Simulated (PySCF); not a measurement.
Computed properties of CCuO, SMILES O=[C+][Cu], charge +1, multiplicity 1

CCuO, SMILES O=[C+][Cu], charge +1, multiplicity 1. Coordinates come from a ωB97X-D3(BJ)/def2-TZVP optimisation. The spin state was assumed, not searched. The values are those of a single conformer. All values are computed for the isolated molecule unless a solvent is named; none is compared with measurement here.

**Structure.** The optimised structure has C∞v symmetry. All 4 harmonic modes at ωB97X-D3(BJ)/def2-TZVP (PySCF) are real, so it is a minimum. With heavy atoms numbered as in [Cu:1][C+:2]=[O:3], the shortest bond between them is C2–O3 at 1.114 Å and the longest Cu1–C2 at 1.926 Å.

**Vibrations.** The strongest infrared lines (harmonic, unscaled, degenerate partners summed) lie at 2353 cm⁻¹ (120 km/mol, C 59 %, O 41 %), 341 cm⁻¹ (1 km/mol, O 41 %, Cu 31 %, C 28 %). The softest mode is at 284 cm⁻¹ and the zero-point energy is 4.7 kcal/mol.

**Electronic structure.** r2SCAN/def2-TZVPD (PySCF) places the frontier levels at -13.40 and -9.24 eV, a gap of 4.16 eV and a mean polarisability of 22.8 bohr³. PBE/def2-TZVPD (PySCF) at the same geometry gives -13.33 and -9.72 eV, so its gap is 0.55 eV narrower. An orbital gap is neither the optical nor the fundamental gap.

**Excitations.** TDA-M06-2X/def2-TZVPD (PySCF) has S1 at 4.76 eV (261 nm, f = 0.002, weak); the most intense of the 10 singlets computed lies at 6.77 eV (f = 0.08). Strengths of degenerate partners are summed. T1 (TDA) is at 4.04 eV, 0.72 eV under S1. TDA-PBE/def2-TZVPD (PySCF) puts S1 at 3.93 eV. No vertical singlet excitation falls in the visible range (under 3.1 eV).

**NMR.** GIAO shifts at HF/pcSseg-2 (PySCF) (non-relativistic, atoms alike by connectivity averaged): ¹³C at 188.9 ppm against TMS.
